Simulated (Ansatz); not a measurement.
The cluster Ni₂Br₄. Charge 0, multiplicity 1. Geometry relaxed at PBE0-D4/def2-SVP.

```xyz
6

Ni   -0.970    0.899    0.516
Ni    0.869   -0.941   -0.614
Br   -1.016    3.026    1.078
Br   -1.045   -1.447    0.501
Br    2.212   -2.540    0.077
Br   -0.049    1.002   -1.559
```

The restricted singlet is unstable towards broken spin symmetry in Hartree–Fock (as tested in another run); at PBE0-D4/def2-SVP this wasn't settled. The relaxation made no stability test and no search for a lower SCF solution. The geometry of the singlet was relaxed on an unsound state (restricted singlet whose occupied levels cross empty ones at other levels, untested at these). At PBE0-D4/def2-TZVP a quintet of charge 0 lies 1.97 eV below the restricted singlet, each at its own geometry. Another isomer (singlet) lies 0.05 eV lower at PBE0-D4/def2-TZVP.

Problem. Estimate the harmonic wavenumbers at RKS PBE0-D4/def2-SVP (Ansatz, unscaled). Is this a minimum?

Solution. 17, 63, 77, 87, 102, 115, 180, 185, 275, 289, 361, 372 cm⁻¹. Yes, no mode is imaginary beyond noise. Zero-point energy 12.7 kJ/mol. Run time 3.4 min (4 threads of Intel Xeon Platinum 8559C on a shared host), peak host memory 1 GiB.
